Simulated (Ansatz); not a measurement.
`B[Se]C` at its PBE0-D4/def2-TZVP geometry, where that method's forces vanish. Charge 0, multiplicity 1.

| atom | x (Å) | y (Å) | z (Å) |
| --- | --- | --- | --- |
| B1 | -0.575 | -0.458 | -1.500 |
| Se2 | -0.182 | 1.103 | -0.521 |
| C3 | 0.453 | 0.391 | 1.180 |
| H4 | -0.407 | -1.535 | -1.015 |
| H5 | -0.992 | -0.297 | -2.604 |
| H6 | 0.418 | -0.696 | 1.141 |
| H7 | -0.189 | 0.762 | 1.976 |
| H8 | 1.474 | 0.731 | 1.343 |

Task: For each bond, give half the difference of the two atoms' forces along it (eV/Å; positive pushes the atoms apart) under PBE-D4, r2SCAN-D4, B3LYP-D4, ωB97M-V in def2-TZVPP. (Estimate.)

Result: Ansatz gave: 
```csv
bond,length (Å),PBE-D4,r2SCAN-D4,B3LYP-D4,ωB97M-V
B1–Se2,1.884,0.08,0.05,0.21,0.06
B1–H4,1.193,0.05,-0.04,-0.14,-0.11
B1–H5,1.192,0.06,-0.04,-0.14,-0.11
Se2–C3,1.951,0.21,0.19,0.33,0.05
C3–H6,1.087,0.09,-0.05,-0.09,-0.05
C3–H7,1.088,0.09,-0.05,-0.10,-0.06
C3–H8,1.088,0.09,-0.05,-0.10,-0.06
```

B3LYP here is the variant with VWN-RPA as its local correlation; programs differ in this.
